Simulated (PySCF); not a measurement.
# Working out the excitation energy of Mg

Mg [Ne] 3s2 (1S) → Mg [Ne] 3s1 3p1 (3P). Computed with PySCF 2.14 in aug-cc-pVTZ-DK (6s5p3d2f, 50 functions), with scalar relativity by spin-free X2C-1e. Frozen: [Ne]. Energies in hartree (1 hartree = 27.21139 eV):

```json
{"part": "UHF", "Mg (lower)": "-199.919601", "Mg (upper)": "-199.853260"}
{"part": "CCSD correlation", "Mg (lower)": "-0.033713", "Mg (upper)": "-0.004391"}
{"part": "(T)", "Mg (lower)": "0.000000", "Mg (upper)": "0.000000"}
```

Problem. What does Hartree-Fock give?

Solution. (-199.853260) − (-199.919601) = 0.066341 hartree = 1.805 eV.

Problem. What do CCSD and CCSD(T) give?

Solution. The CCSD correlation energies differ by 0.029322 hartree = 0.798 eV and the triples by 0.000000 hartree = 0.000 eV, so CCSD gives 2.603 eV and CCSD(T) 2.603 eV.

Measured between the centres of the two terms (NIST): 2.714 eV, so CCSD(T) (valence) is off by -0.111 eV.

What remains against the reference includes basis incompleteness, the frozen core and higher excitations.
